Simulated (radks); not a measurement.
Problem. Hg2+, configuration [Xe] 4f14 5d(up 5, down 5). Method: scalar-relativistic Kohn-Sham, PBE, spin-polarised, spherical densities, finite nucleus; Fermi nuclear charge, rms radius 5.4648 fm; computed with a radial shooting solver on a logarithmic mesh with Libxc functionals. Some entries of the table are withheld. Estimate them.

| orbital | occ. | eigenvalue (hartree) | <1/r> (bohr^-1) | <r> (bohr) |
|---|---|---|---|---|
| 1s | 2 | -3055.890 | 97.53 | 0.01659 |
| 2s | 2 | -542.2221 | 22.88 | 0.06994 |
| 2p | 6 | -467.8351 | 20.28 | 0.06328 |
| 3s | 2 | -129.2105 | 8.484 | 0.1807 |
| 3p | 6 | -107.7059 | 7.721 | 0.1821 |
| 3d | 10 | -85.03522 | 7.259 | 0.1650 |
| 4s | 2 | -28.95760 | 3.642 | 0.3993 |
| 4p | 6 | -21.90395 | 3.285 | 0.4254 |
| 4d | 10 | -13.52111 | (1) | 0.4489 |
| 5s | 2 | -5.04592 | 1.504 | 0.9022 |
| 4f | 14 | -4.22859 | 2.534 | (2) |
| 5p | 6 | -3.15268 | (3) | 1.039 |
| 5d | 10 | -1.05774 | 0.9088 | 1.442 |

Solution. 
(1) 4d <1/r> (bohr^-1): 2.947
(2) 4f <r> (bohr): 0.4825
(3) 5p <1/r> (bohr^-1): 1.278
